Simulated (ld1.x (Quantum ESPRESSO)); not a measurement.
**What the settings do to the PAW potential of Ge (Z = 32)**

Base potential:

germanium, PAW, made with ld1.x (Quantum ESPRESSO) 7.5 (LDA (PZ), scalar-relativistic). Core [Ar], reference 3d10 4s2 4p2. Waves: 4s (bound): rcut 1.30, rcutus 1.80 bohr; 4s channel at 1.7 Ry: rcut 1.30, rcutus 1.80 bohr; 4p (bound): rcut 1.60, rcutus 2.10 bohr; 4p channel at 1.95 Ry: rcut 1.60, rcutus 2.10 bohr; 3d (bound): rcut 0.95, rcutus 1.15 bohr; 3d channel at -1.8 Ry: rcut 0.95, rcutus 1.15 bohr; 4f channel at 0.4 Ry: rcut 1.70, rcutus 2.05 bohr. Local part: all-electron potential smoothed inside 1.85 bohr (lloc = -1). Core correction: Bessel-smoothed model core inside 0.60 bohr. Augmentation charge: BESSEL, radius 1.05 bohr.

All-electron outer shells of the reference configuration (LDA (PZ), scalar-relativistic, ld1.x):

```json
{"shell": "3s", "level (eV)": "-167.73", "outermost node (bohr)": "0.26", "outermost maximum (bohr)": "0.54"}
{"shell": "3p", "level (eV)": "-115.38", "outermost node (bohr)": "0.23", "outermost maximum (bohr)": "0.54"}
{"shell": "3d", "level (eV)": "-29.55", "outermost node (bohr)": "–", "outermost maximum (bohr)": "0.50"}
{"shell": "4s", "level (eV)": "-11.95", "outermost node (bohr)": "0.77", "outermost maximum (bohr)": "1.73"}
{"shell": "4p", "level (eV)": "-4.05", "outermost node (bohr)": "0.82", "outermost maximum (bohr)": "2.19"}
```

Cutoffs, loose and tight: the cutoffs (Ry, on a coarse ladder) from which the occupation-weighted sum of valence levels, in a spherical-Bessel basis at the reference potential, stays within 10 and 1 mRy of its value at 400 Ry. They do not see the model core or the augmentation charge, which bear on the density cutoff. Test errors are all-electron minus pseudo excitation energies from the reference, over the configurations 3d10 4s2 4p1; 3d10 4s2 4p0; 3d10 4s1 4p0; 3d10 4s1 4p2; 3d10 4s0 4p0; 3d10 4s2 4p2.3; 3d9 4s2 4p3 (two spin-polarised tests are not counted in the largest error). A dash means not determined; rows that change the core or the reference have their own tests. The largest error is taken over the tests solved by every variant that gives reliable tests at all: 3d10 4s1 4p0; 3d10 4s1 4p2; 3d10 4s2 4p0; 3d10 4s2 4p1; 3d10 4s2 4p2.3; 3d9 4s2 4p3.

```csv
change,outcome,"cutoff, loose","cutoff, tight",bound ghosts,largest test error (meV)
base,generated,120 Ry,180 Ry,none,-247
"waves 3d (bound): rcut 0.70, rcutus 0.74 bohr; 3d channel at -1.8 Ry: rcut 0.70, rcutus 0.74 bohr",generated,300 Ry,over 300 Ry,none,-238
"waves 3d (bound): rcut 0.82, rcutus 0.86 bohr; 3d channel at -1.8 Ry: rcut 0.82, rcutus 0.86 bohr",generated,230 Ry,over 300 Ry,none,-240
"waves 3d (bound): rcut 0.95, rcutus 1.06 bohr; 3d channel at -1.8 Ry: rcut 0.95, rcutus 1.06 bohr",generated,140 Ry,230 Ry,none,-247
"waves 3d (bound): rcut 0.95, rcutus 1.18 bohr; 3d channel at -1.8 Ry: rcut 0.95, rcutus 1.18 bohr",generated,110 Ry,180 Ry,none,-247
"waves 3d (bound): rcut 0.95, rcutus 1.34 bohr; 3d channel at -1.8 Ry: rcut 0.95, rcutus 1.34 bohr",generated,80 Ry,140 Ry,none,-248
"waves 3d (bound): rcut 0.95, rcutus 1.44 bohr; 3d channel at -1.8 Ry: rcut 0.95, rcutus 1.44 bohr",generated,55 Ry,90 Ry,none,-265
"waves 3d (bound): rcut 0.95, rcutus 1.58 bohr; 3d channel at -1.8 Ry: rcut 0.95, rcutus 1.58 bohr",generated,45 Ry,80 Ry,none,-313
"waves 3d (bound): rcut 0.95, rcutus 1.70 bohr; 3d channel at -1.8 Ry: rcut 0.95, rcutus 1.70 bohr",generated,40 Ry,60 Ry,none,-349
```

Reading the sweep of the d radius (base included, trends over the rows without a ghost): The loose cutoff falls from 300 Ry at 0.74 to 40 Ry at 1.7 bohr. A larger radius leaves more room for a smooth pseudo-wave, so fewer plane waves are needed; a smaller one forces it to follow the all-electron wave where it bends sharply. The median size of the test errors (rows with all tests solved) stays near 2.8 meV.
